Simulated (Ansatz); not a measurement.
# GeH$_{4}$ ··· SbH$_{3}$

The pair of GeH$_{4}$ (SMILES [GeH4], atoms 1–5) and SbH$_{3}$ (SMILES [SbH3], atoms 6–9), both closed shells, in one local arrangement (a lower one may exist), relaxed at PBE0-D4/def2-TZVP:

```
9
angstrom
Ge 0.0958 -0.2145 -1.9903
H -1.1854 0.6054 -2.1851
H 1.2556 0.7197 -1.6223
H 0.4310 -0.9675 -3.2849
H -0.1161 -1.2287 -0.8560
Sb -0.3270 0.7145 1.9580
H 1.2127 -0.0167 2.0450
H -1.0991 -0.7624 2.3273
H -0.2675 1.1500 3.6084
```

Computed with Ansatz 0.2.0 (basis: def2-TZVPPD, with def2-QZVPPD for the basis limit); correlated methods freeze the cores. Filled d shells of the heavier atoms are correlated. Core potentials replace the inner electrons of the atoms past krypton. The def2 sets are not built for correlating such inner shells, so the correlated values are less sure here. Extrapolation: Hartree–Fock as exp(−7.88 √X), correlation as X^−2.97. Interaction energies count from these two fragments, frozen as in the pair, with the counterpoise correction; negative means bound.

(1) What is the interaction energy by CCSD(T) at an estimated basis limit (MP2 extrapolated from triple and quadruple zeta, plus CCSD(T) − MP2 in triple zeta)? (Judge from chemistry; the value comes from the calculation.)

T1 diagnostic: at most 0.015.

## Answers

(1) Computed: -1.21 kcal/mol. Hartree–Fock alone gives 1.03 kcal/mol at the basis limit, so without correlation the pair would not bind at this distance. Plain CCSD(T) in triple zeta gives -0.81 kcal/mol; the step to the limit is large here, so the limit is uncertain. It counts from the two fragments frozen as in the pair.

Basis-set superposition shift (counterpoise-corrected less uncorrected): CCSD(T) 0.69; MP2 0.71; HF 0.08; PBE0-D4 0.06; wB97M-V 0.07 kcal/mol.

For scale, one of the runs: CCSD(T)/def2-TZVPPD, 229 basis functions, launched by `ansatz run in.yaml --threads 4 --pin off --events-out ev --progress --plain --max-ram 9574MiB`. The run took 2.1 min on 4 CPU threads of an AMD EPYC 7R43 (shared host), with 4.1 GiB of host memory at its peak.
